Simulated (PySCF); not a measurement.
# Potential energy of BSb⁺ along the bond

Set-up: B cc-pVDZ, Sb cc-pVDZ-PP with ECP28; scalar-relativistic core potentials (PySCF 2.14). Energies in eV from B⁺ + Sb in their ground configurations at the same level. All curves are PBE0. state 1: ⁴Σ⁻ (quartet), unpaired electrons σ ↑, π ↑↑; state 2: Ms = 0.5 determinant of mixed spin (⟨S²⟩ near 1.8), unpaired electrons σ ↓, π ↑↑, a second solution, started from another occupation; state 3: Ms = 0.5 determinant of mixed spin (⟨S²⟩ near 1.8), unpaired electrons σ ↑, π ↑↓, a mixture of terms (⟨Lz²⟩ = 2.0), a second solution, started from another occupation; state 4: doublet, unpaired electrons σ ↑, a mixture of terms (⟨Lz²⟩ = 2.0), a second solution, started from another occupation.

```csv
R (Å),state 1,state 2,state 3,state 4
1.884,-2.110,-1.733,-1.659,-0.874
1.972,-2.579,-2.225,-2.144,-1.381
2.059,-2.829,-2.494,-2.406,-1.657
2.125,-2.915,-2.592,-2.497,-1.755
2.191,-2.938,-2.623,-2.523,-1.784
2.257,-2.916,-2.607,-2.501,-1.761
2.344,-2.840,-2.534,-2.421,-1.675
2.454,-2.705,-2.394,-2.273,-1.512
2.585,-2.519,-2.195,-2.068,-1.282
2.761,-2.270,-1.928,-1.793,-0.970
```

Put a parabola through the three lowest points of the state 1 curve and estimate Re, k and ωe (reduced mass 10.09 u; 1 eV/Å² = 0.16022 mdyn/Å; ωe = 1302.8·√(k/μ) cm⁻¹).

Through R = 2.125, 2.191, 2.257 Å the second-order coefficient is 5.17 eV/Å², so Re ≈ 2.192 Å, k ≈ 1.66 mdyn/Å and ωe ≈ 528 cm⁻¹. A polynomial fit of higher order to the unrounded PBE0 energies gives Re = 2.188 Å, k = 1.67 mdyn/Å, ωe = 530 cm⁻¹; anharmonicity and rounding make the difference.

The higher-order fit for each curve: state 1: Re = 2.188 Å, ωe = 530 cm⁻¹, De = 2.94 eV; state 2: Re = 2.198 Å, ωe = 536 cm⁻¹, minimum 2.62 eV below the ground-state fragments; state 3: Re = 2.190 Å, ωe = 545 cm⁻¹, minimum 2.52 eV below the ground-state fragments; state 4: Re = 2.191 Å, ωe = 565 cm⁻¹, minimum 1.78 eV below the ground-state fragments.

Spin–orbit coupling is left out, which matters for elements this heavy, above all for dissociation energies. For an ion De counts to the pair picked by the measured ionisation energies or electron affinities, which need not be the lowest pair at this level. The state was picked by a PBE0 search and need not be the measured ground state.
